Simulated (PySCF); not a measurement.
# Working with the constants of RbB⁺

UHF-CCSD(T) constants of RbB⁺, ²Σ⁺ (doublet), unpaired electrons σ ↑ (Rb def2-SVPD with ECP28, B def2-SVPD; scalar-relativistic core potentials (PySCF 2.14); masses 84.9118 and 11.0093 u):

| Property | Result |
| --- | --- |
| ωe | 121.0 cm⁻¹ |
| ωexe | 1.98 cm⁻¹ |
| Be | 0.13201 cm⁻¹ |
| αe | 0.00251 cm⁻¹ |
| D (centrifugal) | 6.29e-07 cm⁻¹ |
| De to Rb⁺ + B | 0.278 eV |

Q: Give the vibrational terms G(v) and spacings up to v = 6.

A: G(v) = ωe(v+½) − ωexe(v+½)².

| v | G(v) (cm⁻¹) | G(v) − G(v−1) | Bv (cm⁻¹) |
| --- | --- | --- | --- |
| 0 | 60.0 |  | 0.1308 |
| 1 | 177.0 | 117.0 | 0.1282 |
| 2 | 290.1 | 113.1 | 0.1257 |
| 3 | 399.2 | 109.1 | 0.1232 |
| 4 | 504.4 | 105.2 | 0.1207 |
| 5 | 605.6 | 101.2 | 0.1182 |
| 6 | 702.8 | 97.2 | 0.1157 |

Q: How well does the Morse estimate ωe²/(4ωexe) reproduce De, and what is D0?

A: It gives 0.229 eV, 82 % of the computed De. D0 = De − G(0) = 0.278 − 0.007 = 0.271 eV.

Correlated steps freeze 1 core orbital. The bond is weak. Basis-set superposition, not corrected here, can be much of De in a small basis, most of all at correlated wavefunction levels. Spin–orbit coupling is left out. For an ion De counts to the pair picked by the measured ionisation energies or electron affinities, which need not be the lowest pair at this level. The state is the lowest determinant that a PBE0 search found; another state may lie lower at other levels.
